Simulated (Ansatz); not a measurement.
Ideal-gas functions of CH4FGaS2, SMILES `CS[S][GaH][F]` at 298.15 K and 1 bar, from an Ansatz frequency run at PBE0-D4/def2-TZVP.

Molar mass 168.9 g/mol, point group C1 (symmetry number 1), electronic degeneracy 1, moments of inertia 150.968, 377.187, 479.233 u Å². Harmonic wavenumbers (cm⁻¹, unscaled): 63, 73, 108, 174, 203, 255, 404, 448, 517, 578, 675, 726, 973, 979, 1338, 1446, 1472, 2031, 3054, 3146, 3162.

Use S(trans) = R[1.5 ln M + 2.5 ln T − 1.1517]; rotational temperatures θ = 24.2544 K / I; S(rot) = R[ln(√π/σ · √(T³/θAθBθC)) + 1.5]; for each mode x = 1.438777 ν̃/T, S = R[x/(eˣ − 1) − ln(1 − e⁻ˣ)] and H = RT x/(eˣ − 1); 1 cm⁻¹ = 0.0119627 kJ/mol; R = 8.31446 J/(mol·K).

**Question.** By hand: the entropy, in J/(mol·K).

**Answer.** Translation 172.8. Rotation: θ = 0.1607, 0.0643, 0.0506 K, giving 119.7. Vibration, mode by mode: 18.25, 17.03, 13.83, 10.01, 8.81, 7.10, 3.97, 3.35, 2.58, 2.05, 1.41, 1.16, 0.44, 0.43, 0.10, 0.06, 0.06, 0.00, 0.00, 0.00, 0.00, in all 90.6. Electronic 0.0. Sum 383.1 J/(mol·K).

**Question.** By hand: H − E and G − E in kJ/mol, counted from the electronic energy.

**Answer.** Zero-point energy ½ × 21825 × 0.0119627 = 130.5; thermal vibration 13.7; translation, rotation and pV give 4 RT = 9.9. H − E = 154.1 kJ/mol, and G − E = 154.1 − 298.15 × 383.1/1000 = 39.9 kJ/mol.

Vibration gives 24 % of the entropy, 49.1 J/(mol·K) of it from the modes under 150 cm⁻¹: soft modes count most, and the harmonic formula is weakest for them. The sum counts one conformer and one mirror image; others add a mixing term.
